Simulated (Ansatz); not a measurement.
Reaction (redistribution): `[OH][AlH][SiH2][SeH]` + `C[O][GeH]([OH])[Cl]` → `C[O][GeH]([Cl])[SeH]` + `[OH][AlH][SiH2]O`

Gas-phase electronic energies from Ansatz, PBE0-D4/def2-TZVP geometries. CBS: MP2 limit from def2 TZ/QZ plus the TZ coupled-cluster correction, frozen cores. Functionals use def2-TZVPP. For Ge, Se outer-core shells are correlated without core-valence functions, which leaves a few kJ/mol of doubt a bond. Scalar relativity is left out up to krypton. Each species was taken in one conformer, which may not be the lowest.

```tsv
species	r2SCAN-D4 energy (Eh)
`[OH][AlH][SiH2][SeH]`	-3011.73306
`C[O][GeH]([OH])[Cl]`	-2728.81624
`C[O][GeH]([Cl])[SeH]`	-5055.13700
`[OH][AlH][SiH2]O`	-685.42136
```

Q: Work out ΔE.

A: ΔE = (-5055.13700) + (-685.42136) − (-3011.73306) − (-2728.81624) = -0.00906 Eh = -5.7 kcal/mol. CCSD(T)/CBS gives -5.6 kcal/mol.

Largest T1 diagnostic among the species: 0.013.
